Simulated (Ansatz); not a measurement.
```xyz
10

F    -1.3062    0.1806   -2.8029
Si   -0.8205    0.6699   -1.3720
S    -2.0069    0.3638    0.2863
C    -0.3874   -0.5604   -0.1015
Ge    1.0226   -0.3000    1.2194
H    -0.0775    1.9256   -1.5579
H    -0.5889   -1.6012   -0.3489
H     1.3494    1.1996    1.2898
H     0.5427   -0.7873    2.5955
H     2.2727   -1.0904    0.7921
```

The species carries charge 0 and has multiplicity 1.

Q: List the B3LYP/def2-TZVPP orbital energies in eV (Ansatz 0.2.0). (Estimate.)

A: Computed: Occupied: -10850.32, -2417.95, -1800.62, -1354.70, -1205.60, -1205.60, -1205.60, -671.98, -277.86, -215.93, -169.24, -160.50, -160.40, -160.29, -145.02, -119.49, -119.48, -119.48, -100.38, -100.35, -100.29, -33.06, -33.06, -33.05, -32.99, -32.98, -32.94, -21.80, -17.18, -15.31, -14.83, -13.04, -12.66, -12.59, -11.13, -10.35, -9.84, -9.49, -8.80, -7.85, -6.98. Lowest empty: -0.60, -0.27, 0.17, 0.67, 0.91, 1.11, 1.29, 1.71.

B3LYP here is the variant with VWN-RPA as its local correlation; programs differ in this.
